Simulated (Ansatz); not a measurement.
Isolated molecules relaxed with PBE0-D4/def2-TZVP in Ansatz; ΔE leaves out vibrations. CBS: MP2 limit from def2 TZ/QZ plus the TZ coupled-cluster correction, frozen cores. This one scheme is used for every species. Functionals use def2-TZVPP. For Ge outer-core shells are correlated without core-valence functions, which leaves a few kJ/mol of doubt a bond. Scalar relativity is left out up to krypton. One conformer a species, not always the lowest.

Consider the hydrogenolysis of a Ge–Cl bond: `[CH3][Ge]([NH2])([Cl])[Cl]` + H₂ → `[CH3][GeH]([NH2])[Cl]` + HCl.

```json
{"level": "B2PLYP", "ΔE (kJ/mol)": "52.2"}
{"level": "BLYP", "ΔE (kJ/mol)": "45.5"}
{"level": "MP2/def2-SVP", "ΔE (kJ/mol)": "52.0"}
{"level": "HF/def2-TZVPP", "ΔE (kJ/mol)": "45.3"}
```

(1) What does CCSD(T)/CBS give? (Estimate.)

(2) What do rigid-rotor, harmonic-oscillator terms from PBE0-D4/def2-TZVP frequencies (298.15 K, 1 bar) make of the CCSD(T)/CBS value? (Best estimate.)

Largest T1 diagnostic among the species: 0.010.

Answers

(1) Ansatz gave: +54.7 kJ/mol. The listed levels differ from it by -2.5, -9.2, -2.7, -9.4 kJ/mol.

(2) The calculation gave: ΔZPE = +10.2 kJ/mol, ΔH = +60.6 kJ/mol, ΔS = 12 J/(mol·K), ΔG = +56.9 kJ/mol. Modes under 50 cm⁻¹ make the entropy rough.

At CCSD(T), def2-SVP lies −10.8 kJ/mol from the extrapolated value and def2-TZVPP −2.0 kJ/mol. The D4 term adds +10.4 kJ/mol with B3LYP and +5.6 kJ/mol with PBE0; it sums over pairs of atoms, weighted by their polarisabilities, and B3LYP, whose exchange is more repulsive, gets the larger term. In def2-TZVPP, CCSD(T) changes the Hartree–Fock value by +7.4 kJ/mol (the triples alone add +4.1 kJ/mol) and MP2 by +16.8 kJ/mol.

B3LYP here is the variant with VWN-RPA as its local correlation; programs differ in this.
